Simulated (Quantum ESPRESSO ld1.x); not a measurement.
The run below uses ld1.x (Quantum ESPRESSO 7.5).

```
 &input
    atom='In',
    iswitch=1,
    rel=1,
    lsd=1,
    dft='SLA-VWN',
    config='[He] 2s1 2p0 3s0',
    verbosity='high',
    prefix='ld1',
    max_out_wfc=37,
    file_charge='ld1.rho',
 /
```

It prints:

```
     Program LD1 v.7.5 starts

     --------------------------- All-electron run ----------------------------

     scalar relativistic calculation

     atomic number is 49.00
     dft =SLA-VWN   lsd =1 sic =0 latt =0  beta=0.20 tr2=1.0E-14
     Exchange-correlation= SLA-VWN
                           (   1   2   0   0   0   0   0)
     mesh =2063 r(mesh) =  99.90100 a.u. xmin = -8.00 dx = 0.00800
     1 Ry =  13.60569312 eV, c = 137.03599908

     n l     nl                  e(Ry)          e(Ha)          e(eV)
     1 0     1S 1( 1.00)   -2372.358619353   -1186.179309677 -32277.5833526
     2 0     2S 1( 1.00)    -579.072704949    -289.536352474  -7878.6855194
     2 1     2P 1( 0.00)    -558.736478316    -279.368239158  -7601.9970606
     3 0     3S 1( 0.00)    -250.758926634    -125.379463317  -3411.7490036
     1 0     1S 2( 1.00)   -2371.172834584   -1185.586417292 -32261.4499289
     2 0     2S 2( 0.00)    -573.895202678    -286.947601339  -7808.2420124
     2 1     2P 2( 0.00)    -554.127608899    -277.063804449  -7539.2901977
     3 0     3S 2( 0.00)    -249.232768640    -124.616384320  -3390.9845663

     final scf error:  1.4E-15 reached in  12 iterations

     Etot =   -5478.411411 Ry,   -2739.205705 Ha,  -74537.584454 eV
     Total magnetization:    1.00 Bohr mag.

     Ekin =    5850.420992 Ry,    2925.210496 Ha,   79599.032663 eV
     Encl =  -11441.301106 Ry,   -5720.650553 Ha, -155666.831770 eV
     Eh   =     177.185299 Ry,      88.592649 Ha,    2410.728800 eV
     Exc  =     -64.716596 Ry,     -32.358298 Ha,    -880.514147 eV

     normalization and overlap integrals

     s(1S/1S) =  1.000000  <r> =   0.0296  <r2> =    0.0012  r(max) =   0.0191
     s(1S/2S) = -0.013574
     s(1S/3S) = -0.006872
     s(2S/2S) =  1.000000  <r> =   0.1203  <r2> =    0.0170  r(max) =   0.1044
     s(2S/3S) = -0.004502
     s(2P/2P) =  1.000000  <r> =   0.1032  <r2> =    0.0128  r(max) =   0.0821
     s(3S/3S) =  1.000000  <r> =   0.2756  <r2> =    0.0864  r(max) =   0.2661
     s(1S/1S) =  1.000000  <r> =   0.0296  <r2> =    0.0012  r(max) =   0.0191
     s(1S/2S) = -0.013568
     s(1S/3S) = -0.006837
     s(2S/2S) =  1.000000  <r> =   0.1205  <r2> =    0.0170  r(max) =   0.1044
     s(2S/3S) = -0.004475
     s(2P/2P) =  1.000000  <r> =   0.1031  <r2> =    0.0128  r(max) =   0.0821
     s(3S/3S) =  1.000000  <r> =   0.2770  <r2> =    0.0873  r(max) =   0.2661

     ------------------------ End of All-electron run ------------------------
```

Run on one thread of a shared host, so times are rough (Intel(R) Xeon(R) Processor @ 2.60GHz): 0.58 s of CPU time, 0.62 s wall, 12 iterations on 2063 mesh points.
